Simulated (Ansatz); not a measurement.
Molecule: CBrF$_{2}$, charge 0, multiplicity 2. SMILES: F[C](F)Br

Atoms: C1, F2, F3, Br4. Bonds: C1-F2, C1-F3, C1-Br4.

Bond lengths (Å) and angles (degrees) optimised at HF/3-21G with Ansatz (a program for electronic structure); B3LYP/6-31G* with LANL2DZ past Ar with Ansatz; MP2/6-31G* with LANL2DZ past Ar with Ansatz, each started from the B3LYP-D3(BJ)/def2-TZVP structure (Ansatz) of the last column. A row stands for all coordinates that are equal there. 6-31G* holds six Cartesian d functions. No wavenumbers were computed at MP2/6-31G* with LANL2DZ past Ar, so these may be saddle points.

```csv
coordinate,HF/3-21G,B3LYP/6-31G* with LANL2DZ past Ar,MP2/6-31G* with LANL2DZ past Ar,B3LYP-D3(BJ)/def2-TZVP
C1-F2,1.334,1.318,1.328,1.321
C1-Br4,1.956,2.016,1.962,1.918
F2-C1-F3,111.1,110.4,110.0,110.1
F2-C1-Br4,114.1,113.1,113.9,114.1
```

Mean signed difference of all 3 bond lengths from B3LYP-D3(BJ)/def2-TZVP: HF/3-21G 0.022 Å, B3LYP/6-31G* with LANL2DZ past Ar 0.031 Å, MP2/6-31G* with LANL2DZ past Ar 0.020 Å.
